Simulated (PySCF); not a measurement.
Delta-SCF ions had no search for a lower state. 

H3OSSi, SMILES `[SiH2](S)[O-]` (O–Si–S–H torsion 180°) (charge -1, multiplicity 1)

Level of theory: CAM-B3LYP-D3(BJ)/def2-TZVPD in PySCF.

```
Item                                                      Value
--------------------------------------  -----------------------
HOMO                                                   -3.35 eV
vertical detachment energy (Delta-SCF)                  4.11 eV
total energy                                       -764.8788 Ha
cost                                    roughly 70 core-seconds
```

```xyz
6

O     -1.6999     1.1697     0.0760
Si    -0.6326     0.0488     0.0357
S      1.4460     0.8736    -0.1026
H     -0.6573    -0.9104    -1.1273
H     -0.5186    -0.8635     1.2307
H      2.0624    -0.3181    -0.1124
```
Charge -1, spin multiplicity 1.
